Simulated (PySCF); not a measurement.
**Shapes and spin states of WH₃**

These are results of PySCF, PBE0, basis W def2-TZVP with ECP60, H def2-TZVP (scalar-relativistic core potentials, no spin–orbit coupling, density fitting), not measurements.

Relaxations began from a few typed shapes and spin states; open shells are unrestricted. The search is not exhaustive: other isomers or separated fragments can lie lower, and high-lying points may rest on an excited occupation.

Problem. Order these stationary points by electronic energy, lowest first, in kJ/mol from the lowest minimum.
A. quartet C3v: W–H 1.710 Å (×3); H–W–H 112.3° (×3)
B. broken-symmetry Ms = 1/2 (⟨S²⟩ 1.76) C3v: W–H 1.703 Å (×3); H–W–H 108.4° (×3)
C. quartet D3h: W–H 1.719 Å (×3); H–W–H 120.0° (×3)

Solution. A (0.0), C (7.2), B (73.8).

Problem. Which of them are minima?

Solution. By energy in kJ/mol, 0.0: minimum; 7.2: saddle point, 1 imaginary mode; 73.8: minimum.

Formally W is in oxidation state +3, d3, with 3 unpaired electrons (the high-spin count). The Mulliken spin on W is 3.35. The polar-tensor charge on W, 0.84, is far below the formal one.

For the lowest minimum: open d and f shells are described by one determinant, and the ground state may have another occupation or spin. No spin–orbit coupling is included, which matters more the heavier the element.
